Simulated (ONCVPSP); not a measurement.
## Reading a pseudo-wave (nickel)

Columns: radius, all-electron u(r) and pseudo u(r) of the 3d shell (level -10.15 eV) of nickel in the configuration [Ne] 3s2 3p6 3d8 4s1.5 4p0.5; LDA (Perdew-Wang 92), scalar-relativistic, ONCV scheme, ONCVPSP 4.0.1.

```json
{"r (bohr)": "0.078", "all-electron": "0.0538", "pseudo": "0.0060"}
{"r (bohr)": "0.155", "all-electron": "0.2319", "pseudo": "0.0445"}
{"r (bohr)": "0.232", "all-electron": "0.4552", "pseudo": "0.1371"}
{"r (bohr)": "0.310", "all-electron": "0.6596", "pseudo": "0.2893"}
{"r (bohr)": "0.388", "all-electron": "0.8135", "pseudo": "0.4844"}
{"r (bohr)": "0.465", "all-electron": "0.9121", "pseudo": "0.6904"}
{"r (bohr)": "0.542", "all-electron": "0.9646", "pseudo": "0.8766"}
{"r (bohr)": "0.620", "all-electron": "0.9815", "pseudo": "1.0174"}
{"r (bohr)": "0.698", "all-electron": "0.9723", "pseudo": "1.0942"}
{"r (bohr)": "0.775", "all-electron": "0.9462", "pseudo": "1.1073"}
{"r (bohr)": "0.852", "all-electron": "0.9096", "pseudo": "1.0698"}
{"r (bohr)": "0.930", "all-electron": "0.8662", "pseudo": "0.9986"}
{"r (bohr)": "1.008", "all-electron": "0.8197", "pseudo": "0.9133"}
{"r (bohr)": "1.085", "all-electron": "0.7728", "pseudo": "0.8301"}
{"r (bohr)": "1.162", "all-electron": "0.7263", "pseudo": "0.7561"}
{"r (bohr)": "1.240", "all-electron": "0.6805", "pseudo": "0.6929"}
{"r (bohr)": "1.318", "all-electron": "0.6365", "pseudo": "0.6403"}
{"r (bohr)": "1.395", "all-electron": "0.5951", "pseudo": "0.5958"}
{"r (bohr)": "1.472", "all-electron": "0.5559", "pseudo": "0.5559"}
{"r (bohr)": "1.550", "all-electron": "0.5186", "pseudo": "0.5185"}
{"r (bohr)": "1.628", "all-electron": "0.4835", "pseudo": "0.4835"}
{"r (bohr)": "1.705", "all-electron": "0.4511", "pseudo": "0.4511"}
{"r (bohr)": "1.782", "all-electron": "0.4209", "pseudo": "0.4208"}
{"r (bohr)": "1.860", "all-electron": "0.3922", "pseudo": "0.3922"}
{"r (bohr)": "1.938", "all-electron": "0.3656", "pseudo": "0.3655"}
{"r (bohr)": "2.015", "all-electron": "0.3410", "pseudo": "0.3410"}
```

**Question.** How many radial nodes do the two functions have?

**Answer.** The all-electron 3d function has n − l − 1 = 0; the pseudo-wave has 0.

**Question.** At about which radius was the pseudo-wave matched?

**Answer.** 1.55 bohr. The columns agree to 0.0005 from 1.47 bohr on; several derivatives are matched, so the curves merge somewhat inside the radius.

**Question.** Is the pseudo-wave norm-conserving?

**Answer.** Yes: the ONCV scheme keeps the norm inside the radius equal to the all-electron one, which fixes the energy derivative of the logarithmic derivative at the level.
